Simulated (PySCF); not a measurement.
How methods differ on the ionisation energy of Hg⁵⁹⁺

Hg⁵⁹⁺ [Ar] 3d3 [3d3/2^3, M_J = 3/2] → Hg⁶⁰⁺ [Ar] 3d2 [3d3/2^2, M_J = 2], as a difference of total energies. Computed with PySCF 2.14 in an even-tempered Gaussian basis (15 s from 18 bohr⁻², ratio 2.8; 12 p from 24 bohr⁻², ratio 2.8; 8 d from 24 bohr⁻², ratio 2.8; 3 f from 75 bohr⁻², ratio 3), with the two-component X2C-1e Hamiltonian. Correlated levels: [Ne] frozen; the 72 highest virtual spinors dropped. "Screened" scales the spin-orbit matrix elements by Boettger's factors to mimic the two-electron term; Breit and QED terms are absent.

```tsv
method	ionisation energy (eV)
GHF (spin-free)	6145.7
GMP2 (spin-free)	6145.5
GHF (screened spin-orbit)	6195.4
GMP2 (screened spin-orbit)	6196.2
```

Breit and QED terms and the two-electron picture change are absent.

The spin-free rows relax to the high-spin LS determinant and lack the spin-orbit shift.

The labels give the starting determinants; with spin-orbit coupling the two ends relaxed to ⟨J²⟩ = 3.76, ⟨L²⟩ = 7.57, ⟨S²⟩ = 2.08 and ⟨J²⟩ = 6.01, ⟨L²⟩ = 10.10, ⟨S²⟩ = 1.55.

For comparison: 6192 ± 7 eV (theoretical estimate listed by NIST; NIST Atomic Spectra Database, ionization energies).
